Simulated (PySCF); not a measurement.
hydrogen, H2, SMILES [H][H], point group D∞h.

Force field and properties: B3LYP/pcSseg-2 (PySCF, grid level 2). Vibrational terms come from second-order perturbation theory with semi-diagonal cubic constants, by steps of ±0.6 along the normal coordinates of each isotopologue. The parent has the commonest isotopes.

Equilibrium geometry (Å):

| atom | x | y | z |
| --- | --- | --- | --- |
| H1 | 0.3766 | -0.0120 | -0.0108 |
| H2 | -0.3655 | 0.0171 | -0.0458 |

Species: ²H at 1. Output of the displacement run:

```
mode    cm-1    km/mol   phi_rrr   E(+)/cm-1  E(-)/cm-1
  1   3825.63     0.00    2847.6     801.44     597.87
```

For the shielding of H1 (σe = 26.66 ppm):

| mode | ω (cm⁻¹) | Σr φrrs (cm⁻¹) | ∂σ/∂q | ∂²σ/∂q² |
| --- | --- | --- | --- | --- |
| 1 | 3826 | 2848 | 2.283 | 0.551 |

Q: Work out the zero-point average of this shielding.

A: With ⟨qs⟩ = −Σr φrrs/(4ωs) and ⟨qs²⟩ = 1/2: the mean displacements are -0.186. The anharmonic term Σ (∂σ/∂q)⟨q⟩ is -0.42 ppm, the harmonic term ¼ Σ ∂²σ/∂q² is 0.14 ppm, so ⟨σ⟩ = 26.37 ppm.
